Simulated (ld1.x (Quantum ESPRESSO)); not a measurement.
# What the settings do to the ultrasoft potential of lead

Base potential:

| Property | Result |
| --- | --- |
| Element | Pb (Z = 82) |
| Generator | ld1.x (Quantum ESPRESSO) 7.5 |
| Type | ultrasoft |
| Functional | PBE |
| Relativity | non-relativistic |
| Frozen core | [Xe] 4f14 5d10 |
| Valence charge | 4 |
| Reference configuration | 6s2 6p0 (charge +2) |
| Partial waves | 6s (bound): rcut 1.80, rcutus 2.40 bohr; 6s channel at 1.35 Ry: rcut 1.80, rcutus 2.40 bohr; 6p (bound, empty): rcut 2.65, rcutus 2.85 bohr; 6p channel at -0.5 Ry: rcut 2.65, rcutus 2.85 bohr |
| Local potential | all-electron potential smoothed inside 2.40 bohr (lloc = -1) |
| Core correction | a·sin(br)/r model core inside 2.25 bohr |
| Augmentation charge | built from norm-conserving waves at rcut, not smoothed further |

All-electron outer shells of the reference configuration (PBE, non-relativistic, ld1.x):

```
shell  level (eV)  outermost node (bohr)  outermost maximum (bohr)
   6s      -23.99                   1.13                      2.16
   6p      -16.99                   1.23                      2.50
```

Cutoffs, loose and tight: the cutoffs (Ry, on a coarse ladder) from which the occupation-weighted sum of valence levels, in a spherical-Bessel basis at the reference potential, stays within 10 and 1 mRy of its value at 400 Ry. They do not see the model core or the augmentation charge, which bear on the density cutoff. Test errors are all-electron minus pseudo excitation energies from the reference, over the configurations 6s2 6p2; 6s2 6p1; 6s1 6p0; 6s0 6p4; 6s1 6p3; 6s2 6p1.5; 6s1 6p2. A dash means not determined; rows that change the core or the reference have their own tests.

A true bound ghost makes a file unfit for plane-wave use even where its test errors are small: the radial tests pick states by their node count and pass the ghost by. Where a test does run into it, the solver fails or the error is huge.

Cutoffs are not given where the Bessel-basis levels miss the radial ones by over 6 mRy, ghosts where they miss by over 20 mRy; a channel whose overlap is not positive is not tested.

| change | outcome | cutoff, loose | cutoff, tight | bound ghosts | largest test error (meV) |
| --- | --- | --- | --- | --- | --- |
| base | generated | 6 Ry | 8 Ry | d | -93 |
| waves 6s (bound): rcut 1.80, rcutus 2.30 bohr; 6s channel at 1.35 Ry: rcut 1.80, rcutus 2.30 bohr | generated | 6 Ry | 8 Ry | d | -93 |
| waves 6s (bound): rcut 1.80, rcutus 2.56 bohr; 6s channel at 1.35 Ry: rcut 1.80, rcutus 2.56 bohr | generated | 6 Ry | 6 Ry | d | -93 |
| waves 6s (bound): rcut 1.80, rcutus 2.90 bohr; 6s channel at 1.35 Ry: rcut 1.80, rcutus 2.90 bohr | generated | 6 Ry | 6 Ry | d | -93 |
| waves 6s (bound): rcut 1.80, rcutus 3.04 bohr; 6s channel at 1.35 Ry: rcut 1.80, rcutus 3.04 bohr | generated | 6 Ry | 6 Ry | d | -93 |
| waves 6s (bound): rcut 1.80, rcutus 3.32 bohr; 6s channel at 1.35 Ry: rcut 1.80, rcutus 3.32 bohr | generated | 6 Ry | 6 Ry | d | -93 |
| waves 6s (bound): rcut 1.80, rcutus 3.64 bohr; 6s channel at 1.35 Ry: rcut 1.80, rcutus 3.64 bohr | generated | 6 Ry | 6 Ry | d | -93 |

(1) What comes out with this change to the base: waves 6s (bound): rcut 1.80, rcutus 2.06 bohr; 6s channel at 1.35 Ry: rcut 1.80, rcutus 2.06 bohr?

(2) What comes out with this change to the base: waves 6s (bound): rcut 1.50, rcutus 1.58 bohr; 6s channel at 1.35 Ry: rcut 1.50, rcutus 1.58 bohr?

(3) What comes out with this change to the base: waves 6s (bound): rcut 1.66, rcutus 1.76 bohr; 6s channel at 1.35 Ry: rcut 1.66, rcutus 1.76 bohr?

Answers

(1) outcome: generated; cutoff, loose: 10 Ry; cutoff, tight: 12 Ry; bound ghosts: d; largest test error (meV): -93.

(2) outcome: generated, overlap not positive; bound ghosts: p, d (s not tested, overlap not positive); largest test error (meV): test run stopped at test 2 of 7 (negative rho), 1 before it not solved. A file whose overlap is not positive is unfit for use, and its test errors describe a broken file.

(3) outcome: failed: run_pseudo: Errors in PS-KS equation. Cause: the pseudo-atom solver did not find the valence states with the expected number of nodes, which is the usual sign of a ghost state.

Reading the sweep of the s radius (base included, trends over the rows without a ghost): Bound ghosts are found at 1.58, 2.06, 2.3, 2.4, 2.56, 2.9, 3.04, 3.32, 3.64 bohr. Every judged row has one, so this setting neither creates nor removes them. The generation fails at 1.76 bohr.
